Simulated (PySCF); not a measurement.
Be(NMe2)(SiH3), C2H9BeNSi, SMILES [Be]([SiH3])[N](C)C, PBE0/def2-SVP optimised geometry.

```
14

Be    -1.37    -1.80    -1.69
N     -1.94    -2.54    -2.88
C     -3.12    -2.11    -3.59
C     -1.38    -3.76    -3.40
H     -2.89    -1.91    -4.66
H     -3.92    -2.86    -3.56
H     -3.52    -1.17    -3.17
H     -2.10    -4.60    -3.36
H     -1.07    -3.65    -4.46
H     -0.48    -4.06    -2.83
Si    -0.54    -0.72     0.00
H      0.96    -0.72     0.00
H     -0.96    -1.28     1.33
H     -0.96     0.72     0.00
```

Density from PySCF 2.14.0 with PBE0/def2-TZVP at that geometry.

Minimum of the electron density along straight lines between bonded atoms, close to the bond critical point (lines longer than 1.1 times the sum of covalent radii, or with two minima, are not listed):

| bond | length / Å | ρ at the minimum / e bohr⁻³ | ∇²ρ there / e bohr⁻⁵ | position (fraction from the first atom) |
|---|---|---|---|---|
| Be1–N2 | 1.510 | 0.122 | 0.80 | 0.35 |
| N2–C3 | 1.443 | 0.275 | -0.74 | 0.60 |
| N2–C4 | 1.443 | 0.275 | -0.74 | 0.60 |
| C3–H5 | 1.108 | 0.271 | -0.91 | 0.64 |
| C3–H6 | 1.108 | 0.271 | -0.91 | 0.64 |
| C3–H7 | 1.102 | 0.274 | -0.94 | 0.64 |
| C4–H8 | 1.108 | 0.271 | -0.91 | 0.64 |
| C4–H9 | 1.108 | 0.271 | -0.91 | 0.64 |
| C4–H10 | 1.102 | 0.274 | -0.94 | 0.64 |
| Be1–Si11 | 2.172 | 0.072 | -0.01 | 0.30 |
| Si11–H12 | 1.502 | 0.114 | 0.15 | 0.49 |
| Si11–H13 | 1.501 | 0.115 | 0.15 | 0.49 |
| Si11–H14 | 1.502 | 0.114 | 0.15 | 0.49 |
